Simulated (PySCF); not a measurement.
A survey of 15N NMR shifts

PySCF 2.14 calculation with coordinates at the GFN2-xTB level and σ from GIAO-PBE0/pcSseg-1; non-relativistic, gas phase, one computed conformer, fast rotation and ring inversion assumed for equivalent nuclei.

Shieldings were converted by a linear fit to measured shifts: 15N: δ = -148.07 − 0.921σ (rms 6.3 ppm, 71 shifts vs CH3NO2, solution or neat liquid). Occasional misses reach two or three times the rms, and more in compound classes unlike the fitted ones.

Problem. Give the 15N shifts of `P[Si@@H]1CC[SiH2]N1`, `CCSc1cocn1`, `CN(C)[Si@H]1CC[SiH2]O1`.

Solution. 
```tsv
compound	environment	δ (ppm)
P[Si@@H]1CC[SiH2]N1	nitrogen bonded to 2 Si, H, in a 5-membered ring	-372.9
CCSc1cocn1	pyridine-type nitrogen of an azole	-124.6
CN(C)[Si@H]1CC[SiH2]O1	nitrogen bonded to 2 C, Si	-365.8
```

Problem. Order these by 15N shift, lowest first.
A. C#CCN[SiH2]C(F)F
B. CN(C=O)CC([SiH3])[SiH3]
C. N[SiH2]CC(=O)CC[SiH3]
D. COC(=S)CCC#N

Solution. C (-387.1 ppm, nitrogen bonded to Si, 2 H), A (-366.0 ppm, nitrogen bonded to C, Si, H), B (-266.4 ppm, amide-type nitrogen), D (-116.1 ppm, nitrile nitrogen).
